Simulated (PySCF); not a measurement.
A calculated (r2SCAN, PySCF 2.14, x2c-QZVPPall, the spin-free X2C one-electron Hamiltonian (Gaussian nucleus)) atom or ion has these occupied shells.

```tsv
shell	electrons	orbital energy (eV)	rms radius, mean of both spins (bohr)
1s β	1	-18833.7	0.0415
1s α	1	-18833.7	0.0415
2s α	1	-2655.9	0.171
2s β	1	-2655.5	0.171
2p α	3	-2370.7	0.152
2p β	3	-2370.4	0.152
3s α	1	-457.31	0.473
3s β	1	-457.15	0.473
3p α	3	-363.06	0.480
3p β	3	-362.85	0.480
3d α	5	-209.36	0.476
3d β	5	-208.99	0.476
4s α	1	-71.179	1.23
4s β	1	-69.263	1.23
4p α	3	-46.660	1.38
4p β	3	-44.379	1.38
4d α	3	-13.820	2.08
5p α	1	-7.709	4.26
```

(1) Name the element and its charge.

Results:

(1) Nb⁺ (niobium, charge +1), in [Kr] 4d3 5p1, one real determinant (an excited configuration).
